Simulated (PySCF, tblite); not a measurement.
Isomers of H11N2Si4 (doublet state), one GFN2-xTB conformer each. Single-point energies are computed at B3LYP/pcH-1 (PySCF, gas phase, no added dispersion term), electronic only. GFN2-xTB treats the open shell by occupation alone, and not every SCF solution was tested for stability.

Task: Rank them by B3LYP/pcH-1 energy, lowest first (kcal/mol).
A. `[NH2:1][SiH2:2][SiH:3][N:4]([SiH3:5])[SiH3:6]` (doublet state) with H–N1–Si2–Si3 -176° and 46°, N1–Si2–Si3–N4 -174°, Si2–Si3–N4–Si5 -109°
B. `[NH2:1][SiH:2][SiH2:3][N:4]([SiH3:5])[SiH3:6]` (doublet state) with H–N1–Si2–Si3 169° and -50°, N1–Si2–Si3–N4 -168°, Si2–Si3–N4–Si5 -101°
C. `[NH:1][SiH2:2][SiH2:3][N:4]([SiH3:5])[SiH3:6]` (doublet state) with H–N1–Si2–Si3 89°, N1–Si2–Si3–N4 60°, Si2–Si3–N4–Si5 -81°
D. `[NH2:1][SiH2:2][SiH2:3][N:4]([SiH2:5])[SiH3:6]` (doublet state) with H–N1–Si2–Si3 -175° and 46°, N1–Si2–Si3–N4 172°, Si2–Si3–N4–Si5 74°, Si3–N4–Si5–H 70° and -167°

Result: B (0.0), A (0.4), D (4.4), C (23.4).

Neighbours under 5.0 kcal/mol apart (N[SiH][SiH2]N([SiH3])[SiH3] and N[SiH2][SiH]N([SiH3])[SiH3]; N[SiH2][SiH]N([SiH3])[SiH3] and N[SiH2][SiH2]N([SiH2])[SiH3]) can change places with a better method, another conformer or zero-point energy. GFN2-xTB itself gives, in the same order: 0.0, 0.4, 9.6, 5.2. Both levels put the same isomer lowest; measured from each level's own lowest isomer, the values differ by up to 18.2 kcal/mol ([NH][SiH2][SiH2]N([SiH3])[SiH3]: 5.2 against 23.4).

Task: What happens when harmonic zero-point energies from GFN2-xTB frequencies are added?

Result: 
```tsv
SMILES	ZPE (kcal/mol)	electronic (kcal/mol)	with ZPE (kcal/mol)
N[SiH][SiH2]N([SiH3])[SiH3]	64.7	0.0	0.0
N[SiH2][SiH]N([SiH3])[SiH3]	64.8	0.4	0.5
N[SiH2][SiH2]N([SiH2])[SiH3]	64.5	4.4	4.2
[NH][SiH2][SiH2]N([SiH3])[SiH3]	62.5	23.4	21.2
```

The zero-point energies span 2.3 kcal/mol. The order is unchanged.

Task: As an exercise, what shares would exp(−E/RT) give at 500 K from these electronic energies alone (no entropy, no degeneracies)?

Result: RT = 0.994 kcal/mol: N[SiH][SiH2]N([SiH3])[SiH3] 59.3 %, N[SiH2][SiH]N([SiH3])[SiH3] 40.0 %, N[SiH2][SiH2]N([SiH2])[SiH3] 0.7 %, [NH][SiH2][SiH2]N([SiH3])[SiH3] under 0.1 %.
